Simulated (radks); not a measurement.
Cu4+, configuration [Ne] 3s2 3p4 3d7 4f2 (not the ground configuration). Calculated with a radial shooting solver on a logarithmic mesh with Libxc functionals: Dirac Kohn-Sham, PBEsol, spin-unpolarised, spherical densities, finite nucleus; open shells fill j = l - 1/2 first; Fermi nuclear charge, rms radius 3.8823 fm.

Normalised radial functions P(r) = r R(r) (large component), r in bohr:

```
   r/bohr * 3d5/2 (the largest magnitude, 1.14, reaches the edge; | marks zero)
 0.005981 *
 0.007851 *
  0.01031 *
  0.01363 *
   0.0179 *
  0.02349 *
  0.03108 *
   0.0408 |*
  0.05355 |*
  0.07085 |  *
    0.093 |    *
   0.1221 |         *
   0.1615 |               *
    0.212 |                         *
   0.2783 |                                    *
   0.3682 |                                               *
   0.4833 |                                                      *
   0.6395 |                                                      *
   0.8394 |                                              *
    1.102 |                                *
    1.458 |                 *
    1.913 |      *
    2.511 | *
    3.323 *
    4.362 *
    5.725 *
    7.575 *
    9.943 *
```

3d5/2: eigenvalue -102.08 eV, 0 radial nodes, <r> = 0.732 bohr, 90 % of the charge inside 1.19 bohr.
